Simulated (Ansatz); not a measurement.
Reaction (isomerisation): `C=C=C([SiH3])Cl` → `[SiH3]C1=CC1Cl`

Calculated with Ansatz (gas phase, PBE0-D4/def2-TZVP geometries, no zero-point term in ΔE). CCSD(T)/CBS is the MP2 limit (def2-TZVPP, def2-QZVPP) plus CCSD(T) − MP2 in def2-TZVPP, frozen cores. Functionals use def2-TZVPP. B3LYP here is the variant with VWN-RPA as its local correlation; programs differ in this.

`C=C=C([SiH3])Cl`:

Cartesian coordinates in Å:
```
C -1.015 1.184 1.592
C -0.778 0.494 0.517
C -0.485 -0.201 -0.542
Si 1.229 -0.839 -0.916
Cl -1.720 -0.592 -1.717
H -0.930 2.266 1.594
H -1.312 0.700 2.516
H 1.189 -2.319 -1.017
H 2.132 -0.417 0.183
H 1.689 -0.276 -2.210
```

`[SiH3]C1=CC1Cl`:

```xyz
10

Si   -0.257   -0.827    1.466
C    -0.053   -0.131   -0.229
C     0.200   -0.236   -1.504
C     0.018    1.121   -1.029
Cl    1.436    2.205   -0.846
H    -1.599   -0.451    1.975
H    -0.128   -2.304    1.419
H     0.788   -0.245    2.343
H     0.445   -0.863   -2.345
H    -0.851    1.732   -1.250
```

```json
{"level": "PBE-D4", "ΔE (kJ/mol)": "50.9"}
{"level": "B3LYP-D4", "ΔE (kJ/mol)": "62.1"}
{"level": "MP2/def2-TZVPP", "ΔE (kJ/mol)": "38.7"}
{"level": "SCS-MP2/def2-QZVPP", "ΔE (kJ/mol)": "42.1"}
```

Question: What does CCSD(T)/CBS give? (Best estimate.)

Answer: The calculation gave: +48.5 kJ/mol. The listed levels differ from it by 2.4, 13.6, -9.8, -6.4 kJ/mol.

Largest T1 diagnostic among the species: 0.012.

From PBE to PBE0 (25 % exact exchange), in def2-TZVPP and without D4, ΔE moves by −8.9 kJ/mol.
